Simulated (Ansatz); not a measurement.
Ideal-gas functions of ClF$_{2}$HNV (`[NH]=[V]([F])([F])[Cl]`) at 400 K and 1 bar, from an Ansatz frequency run at PBE0-D4/def2-TZVP.

Molar mass 139.41 g/mol, point group Cs (symmetry number 1), electronic degeneracy 1, moments of inertia 136.29, 226.267, 243.376 u Å². Harmonic wavenumbers (cm⁻¹, unscaled): 158, 187, 218, 264, 271, 413, 459, 508, 751, 801, 1121, 3612.

Use S(trans) = R[1.5 ln M + 2.5 ln T − 1.1517]; rotational temperatures θ = 24.2544 K / I; S(rot) = R[ln(√π/σ · √(T³/θAθBθC)) + 1.5]; for each mode x = 1.438777 ν̃/T, S = R[x/(eˣ − 1) − ln(1 − e⁻ˣ)] and H = RT x/(eˣ − 1); 1 cm⁻¹ = 0.0119627 kJ/mol; R = 8.31446 J/(mol·K).

By hand: the entropy, in J/(mol·K).

Translation 176.5. Rotation: θ = 0.178, 0.1072, 0.0997 K, giving 118.0. Vibration, mode by mode: 13.12, 11.77, 10.55, 9.05, 8.85, 5.75, 5.03, 4.37, 2.19, 1.90, 0.75, 0.00, in all 73.3. Electronic 0.0. Sum 367.8 J/(mol·K).

By hand: H − E and G − E in kJ/mol, counted from the electronic energy.

Zero-point energy ½ × 8763 × 0.0119627 = 52.4; thermal vibration 16.3; translation, rotation and pV give 4 RT = 13.3. H − E = 82.0 kJ/mol, and G − E = 82.0 − 400 × 367.8/1000 = -65.1 kJ/mol.

Vibration gives 20 % of the entropy. The sum counts one conformer and one mirror image; others add a mixing term.
